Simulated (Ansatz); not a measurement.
Ansatz (a program for electronic structure) input (r2SCAN/def2-TZVP):

Ansatz 0.2 input:
```yaml
crystal:
  periodic: [false, false, false]
  atoms:
    - {symbol: C, position_ang: [1.64306245, -0.87636580, -0.83614023]}
    - {symbol: Si, position_ang: [0.45000509, 0.30914126, -0.07594904]}
    - {symbol: F, position_ang: [0.33386076, 1.57114604, -1.05577744]}
    - {symbol: Cl, position_ang: [1.16977152, 1.05421880, 1.70734240]}
    - {symbol: N, position_ang: [-1.08208483, -0.36501533, 0.24675530]}
    - {symbol: Si, position_ang: [-2.04839174, -1.42735114, -0.72909391]}
    - {symbol: H, position_ang: [1.26538903, -1.24390709, -1.79192729]}
    - {symbol: H, position_ang: [2.60021204, -0.38503911, -1.01536395]}
    - {symbol: H, position_ang: [1.80883506, -1.73022815, -0.17843594]}
    - {symbol: H, position_ang: [-1.52027698, -0.02281390, 1.09214610]}
    - {symbol: H, position_ang: [-1.27939750, -1.70272788, -1.96153939]}
    - {symbol: H, position_ang: [-2.32555489, -2.70261340, -0.02684791]}
    - {symbol: H, position_ang: [-3.34643697, -0.80646393, -1.08069994]}
basis:
  gaussian:
    orbitals: def2-TZVP
hamiltonian:
  xc: {name: r2SCAN}
relax: {f_tol: 0.003, max_steps: 100}
```

Output:

```
Functional definition: r2SCAN
integrals: 0.23 GiB planned
1559 factors; their error is unknown
0.33 GiB of the device are held for the grids
1.43 GiB of device memory are held for the factors and their scratch space
mean field: 1.23 GiB planned
mean field evaluation 1: about -33625.2230 eV, gradient 8.7e1 eV
mean field evaluation 2: about -33602.8786 eV, gradient 1.3e2 eV
mean field evaluation 4: about -33639.5386 eV, gradient 9.4e0 eV
mean field evaluation 8: about -33639.7229 eV, gradient 2.9e-1 eV
mean field evaluation 16: about -33639.6969 eV, gradient 4.3e-4 eV
mean field -33639.69692172 eV, -1236.2360600679 hartree, gradient 3.8e-5 eV, S^2 0.000000; 0 other end points of the search recorded, 0 dependent functions left out
the calculation of the forces begins
reference -33639.69693588 eV, -1236.2360605882 hartree; 37, 37 occupied and 209, 209 virtual orbitals, 1559 factors
relax step   1: F+E_penalty+E_count = -33639.69692172 eV  Δ(F+E_penalty+E_count) = +0.000e0 eV  max|allowed force component| = 1.300e-1 eV/Å  Δτ_max = 0.0000 Å  (30 SCF iters, accepted)
these checks for a lower state are left out or cut short: starts, cluster_reference, orbital_swaps, neighbouring_geometries, increment
integrals: 0.23 GiB planned
1559 factors; their error is unknown
0.33 GiB of the device are held for the grids
1.43 GiB of device memory are held for the factors and their scratch space
mean field: 1.23 GiB planned
mean field -33639.69858425 eV, -1236.2361211645 hartree, gradient 2.2e-5 eV, S^2 0.000000; 0 other end points of the search recorded, 0 dependent functions left out
the calculation of the forces begins
reference -33639.69859841 eV, -1236.2361216848 hartree; 37, 37 occupied and 209, 209 virtual orbitals, 1559 factors
relax step   2: F+E_penalty+E_count = -33639.69858425 eV  Δ(F+E_penalty+E_count) = -1.663e-3 eV  max|allowed force component| = 7.935e-2 eV/Å  Δτ_max = 0.0095 Å  (34 SCF iters, accepted)
these checks for a lower state are left out or cut short: starts, cluster_reference, orbital_swaps, neighbouring_geometries, increment
integrals: 0.23 GiB planned
1559 factors; their error is unknown
0.33 GiB of the device are held for the grids
1.43 GiB of device memory are held for the factors and their scratch space
mean field: 1.23 GiB planned
mean field evaluation 32: about -33639.6989 eV, gradient 2.1e-5 eV
mean field -33639.69890740 eV, -1236.2361330401 hartree, gradient 2.2e-5 eV, S^2 0.000000; 0 other end points of the search recorded, 0 dependent functions left out
the calculation of the forces begins
reference -33639.69892155 eV, -1236.2361335603 hartree; 37, 37 occupied and 209, 209 virtual orbitals, 1559 factors
relax step   3: F+E_penalty+E_count = -33639.69890740 eV  Δ(F+E_penalty+E_count) = -3.232e-4 eV  max|allowed force component| = 2.888e-2 eV/Å  Δτ_max = 0.0062 Å  (34 SCF iters, accepted)
these checks for a lower state are left out or cut short: starts, cluster_reference, orbital_swaps, neighbouring_geometries, increment
integrals: 0.23 GiB planned
1559 factors; their error is unknown
0.33 GiB of the device are held for the grids
1.43 GiB of device memory are held for the factors and their scratch space
mean field: 1.23 GiB planned
mean field -33639.69892955 eV, -1236.2361338541 hartree, gradient 2.2e-5 eV, S^2 0.000000; 0 other end points of the search recorded, 0 dependent functions left out
the calculation of the forces begins
reference -33639.69894370 eV, -1236.2361343740 hartree; 37, 37 occupied and 209, 209 virtual orbitals, 1559 factors
relax step   4: F+E_penalty+E_count = -33639.69892955 eV  Δ(F+E_penalty+E_count) = -2.215e-5 eV  max|allowed force component| = 2.772e-2 eV/Å  Δτ_max = 0.0068 Å  (34 SCF iters, accepted)
these checks for a lower state are left out or cut short: starts, cluster_reference, orbital_swaps, neighbouring_geometries, increment
integrals: 0.23 GiB planned
1559 factors; their error is unknown
0.33 GiB of the device are held for the grids
[...]
0.33 GiB of the device are held for the grids
1.43 GiB of device memory are held for the factors and their scratch space
mean field: 1.23 GiB planned
mean field -33639.69915736 eV, -1236.2361422261 hartree, gradient 2.2e-5 eV, S^2 0.000000; 0 other end points of the search recorded, 0 dependent functions left out
the calculation of the forces begins
reference -33639.69917151 eV, -1236.2361427459 hartree; 37, 37 occupied and 209, 209 virtual orbitals, 1559 factors
relax step   7: F+E_penalty+E_count = -33639.69915736 eV  Δ(F+E_penalty+E_count) = -8.579e-5 eV  max|allowed force component| = 1.664e-2 eV/Å  Δτ_max = 0.0195 Å  (32 SCF iters, accepted)
these checks for a lower state are left out or cut short: starts, cluster_reference, orbital_swaps, neighbouring_geometries, increment
integrals: 0.23 GiB planned
1559 factors; their error is unknown
0.33 GiB of the device are held for the grids
1.43 GiB of device memory are held for the factors and their scratch space
mean field: 1.23 GiB planned
mean field evaluation 64: about -33639.6991 eV, gradient 3.2e-1 eV
mean field -33639.69926273 eV, -1236.2361460983 hartree, gradient 2.2e-5 eV, S^2 0.000000; 0 other end points of the search recorded, 0 dependent functions left out
the calculation of the forces begins
reference -33639.69927688 eV, -1236.2361466181 hartree; 37, 37 occupied and 209, 209 virtual orbitals, 1559 factors
relax step   8: F+E_penalty+E_count = -33639.69926273 eV  Δ(F+E_penalty+E_count) = -1.054e-4 eV  max|allowed force component| = 1.574e-2 eV/Å  Δτ_max = 0.0280 Å  (32 SCF iters, accepted)
these checks for a lower state are left out or cut short: starts, cluster_reference, orbital_swaps, neighbouring_geometries, increment
integrals: 0.23 GiB planned
1559 factors; their error is unknown
0.33 GiB of the device are held for the grids
1.43 GiB of device memory are held for the factors and their scratch space
mean field: 1.23 GiB planned
mean field -33639.69937121 eV, -1236.2361500848 hartree, gradient 2.2e-5 eV, S^2 0.000000; 0 other end points of the search recorded, 0 dependent functions left out
the calculation of the forces begins
reference -33639.69938535 eV, -1236.2361506044 hartree; 37, 37 occupied and 209, 209 virtual orbitals, 1559 factors
relax step   9: F+E_penalty+E_count = -33639.69937121 eV  Δ(F+E_penalty+E_count) = -1.085e-4 eV  max|allowed force component| = 2.269e-2 eV/Å  Δτ_max = 0.0320 Å  (32 SCF iters, accepted)
these checks for a lower state are left out or cut short: starts, cluster_reference, orbital_swaps, neighbouring_geometries, increment
integrals: 0.23 GiB planned
1559 factors; their error is unknown
0.33 GiB of the device are held for the grids
1.43 GiB of device memory are held for the factors and their scratch space
mean field: 1.23 GiB planned
mean field -33639.69947217 eV, -1236.2361537950 hartree, gradient 2.2e-5 eV, S^2 0.000000; 0 other end points of the search recorded, 0 dependent functions left out
the calculation of the forces begins
reference -33639.69948631 eV, -1236.2361543145 hartree; 37, 37 occupied and 209, 209 virtual orbitals, 1559 factors
relax step  10: F+E_penalty+E_count = -33639.69947217 eV  Δ(F+E_penalty+E_count) = -1.010e-4 eV  max|allowed force component| = 3.323e-2 eV/Å  Δτ_max = 0.0248 Å  (32 SCF iters, accepted)
these checks for a lower state are left out or cut short: starts, cluster_reference, orbital_swaps, neighbouring_geometries, increment
integrals: 0.23 GiB planned
1559 factors; their error is unknown
0.33 GiB of the device are held for the grids
1.43 GiB of device memory are held for the factors and their scratch space
mean field: 1.23 GiB planned
mean field -33639.69955370 eV, -1236.2361567912 hartree, gradient 2.2e-5 eV, S^2 0.000000; 0 other end points of the search recorded, 0 dependent functions left out
the calculation of the forces begins
reference -33639.69956783 eV, -1236.2361573106 hartree; 37, 37 occupied and 209, 209 virtual orbitals, 1559 factors
relax step  11: F+E_penalty+E_count = -33639.69955370 eV  Δ(F+E_penalty+E_count) = -8.153e-5 eV  max|allowed force component| = 3.005e-2 eV/Å  Δτ_max = 0.0273 Å  (32 SCF iters, accepted)
these checks for a lower state are left out or cut short: starts, cluster_reference, orbital_swaps, neighbouring_geometries, increment
integrals: 0.23 GiB planned
1559 factors; their error is unknown
0.33 GiB of the device are held for the grids
1.43 GiB of device memory are held for the factors and their scratch space
mean field: 1.23 GiB planned
mean field evaluation 96: about -33639.6996 eV, gradient 2.2e-5 eV
mean field -33639.69959529 eV, -1236.2361583196 hartree, gradient 2.2e-5 eV, S^2 0.000000; 0 other end points of the search recorded, 0 dependent functions left out
the calculation of the forces begins
reference -33639.69960942 eV, -1236.2361588389 hartree; 37, 37 occupied and 209, 209 virtual orbitals, 1559 factors
relax step  12: F+E_penalty+E_count = -33639.69959529 eV  Δ(F+E_penalty+E_count) = -4.159e-5 eV  max|allowed force component| = 1.691e-2 eV/Å  Δτ_max = 0.0135 Å  (32 SCF iters, accepted)
these checks for a lower state are left out or cut short: starts, cluster_reference, orbital_swaps, neighbouring_geometries, increment
integrals: 0.23 GiB planned
1559 factors; their error is unknown
0.33 GiB of the device are held for the grids
1.43 GiB of device memory are held for the factors and their scratch space
mean field: 1.23 GiB planned
mean field -33639.69962392 eV, -1236.2361593715 hartree, gradient 2.2e-5 eV, S^2 0.000000; 0 other end points of the search recorded, 0 dependent functions left out
the calculation of the forces begins
reference -33639.69963805 eV, -1236.2361598908 hartree; 37, 37 occupied and 209, 209 virtual orbitals, 1559 factors
relax step  13: F+E_penalty+E_count = -33639.69962392 eV  Δ(F+E_penalty+E_count) = -2.862e-5 eV  max|allowed force component| = 1.046e-2 eV/Å  Δτ_max = 0.0056 Å  (35 SCF iters, accepted)
these checks for a lower state are left out or cut short: starts, cluster_reference, orbital_swaps, neighbouring_geometries, increment
integrals: 0.23 GiB planned
1559 factors; their error is unknown
0.33 GiB of the device are held for the grids
1.43 GiB of device memory are held for the factors and their scratch space
mean field: 1.23 GiB planned
mean field -33639.69963601 eV, -1236.2361598160 hartree, gradient 7.7e-6 eV, S^2 0.000000; 0 other end points of the search recorded, 0 dependent functions left out
the calculation of the forces begins
reference -33639.69965014 eV, -1236.2361603353 hartree; 37, 37 occupied and 209, 209 virtual orbitals, 1559 factors
relax step  14: F+E_penalty+E_count = -33639.69963601 eV  Δ(F+E_penalty+E_count) = -1.209e-5 eV  max|allowed force component| = 5.488e-3 eV/Å  Δτ_max = 0.0020 Å  (25 SCF iters, accepted)
these checks for a lower state are left out or cut short: starts, cluster_reference, orbital_swaps, neighbouring_geometries, increment
integrals: 0.23 GiB planned
1559 factors; their error is unknown
0.33 GiB of the device are held for the grids
1.43 GiB of device memory are held for the factors and their scratch space
mean field: 1.23 GiB planned
mean field -33639.69963879 eV, -1236.2361599181 hartree, gradient 2.3e-5 eV, S^2 0.000000; 0 other end points of the search recorded, 0 dependent functions left out
the calculation of the forces begins
reference -33639.69965292 eV, -1236.2361604374 hartree; 37, 37 occupied and 209, 209 virtual orbitals, 1559 factors
relax step  15: F+E_penalty+E_count = -33639.69963879 eV  Δ(F+E_penalty+E_count) = -2.779e-6 eV  max|allowed force component| = 1.920e-3 eV/Å  Δτ_max = 0.0014 Å  (23 SCF iters, accepted)
integrals: 0.23 GiB planned
1559 factors; their error is unknown
0.33 GiB of the device are held for the grids
1.43 GiB of device memory are held for the factors and their scratch space
mean field: 1.23 GiB planned
mean field evaluation 128: about -33639.6996 eV, gradient 6.1e-2 eV
mean field -33639.69963879 eV, -1236.2361599181 hartree, gradient 2.2e-5 eV, S^2 0.000000; 1 other end points of the search recorded, 0 dependent functions left out
the calculation of the forces begins
reference -33639.69965292 eV, -1236.2361604374 hartree; 37, 37 occupied and 209, 209 virtual orbitals, 1559 factors
Total energy: -33639.69965292 eV, -1236.2361604374 hartree
Atom 0 at     1.677610    -0.881851    -0.800414 Å, force    -0.000293     0.000931     0.000076 eV/Å
Atom 1 at     0.443054     0.286210    -0.091269 Å, force    -0.000538    -0.001920     0.000090 eV/Å
Atom 2 at     0.269544     1.480544    -1.137504 Å, force    -0.000076     0.000161    -0.000382 eV/Å
Atom 3 at     1.140188     1.139014     1.642246 Å, force     0.000143     0.000205     0.000241 eV/Å
Atom 4 at    -1.063165    -0.421992     0.277773 Å, force     0.000815     0.001128    -0.000077 eV/Å
Atom 5 at    -2.075302    -1.392004    -0.742219 Å, force    -0.000017    -0.000090     0.000033 eV/Å
Atom 6 at     1.304464    -1.320046    -1.729601 Å, force    -0.000080     0.000003    -0.000078 eV/Å
Atom 7 at     2.608497    -0.357092    -1.025719 Å, force     0.000611    -0.000427     0.000028 eV/Å
Atom 8 at     1.895942    -1.691152    -0.101160 Å, force    -0.000107     0.000417     0.000063 eV/Å
Atom 9 at    -1.459865    -0.137456     1.164674 Å, force    -0.000213    -0.000394     0.000106 eV/Å
Atom 10 at    -1.336702    -1.589896    -2.013083 Å, force    -0.000204    -0.000009     0.000047 eV/Å
Atom 11 at    -2.361154    -2.713906    -0.126880 Å, force     0.000024    -0.000022    -0.000122 eV/Å
Atom 12 at    -3.374118    -0.728391    -1.022377 Å, force    -0.000065     0.000017    -0.000024 eV/Å
Dipole moment:    -0.084453    -0.370161     0.029107 e Å
```
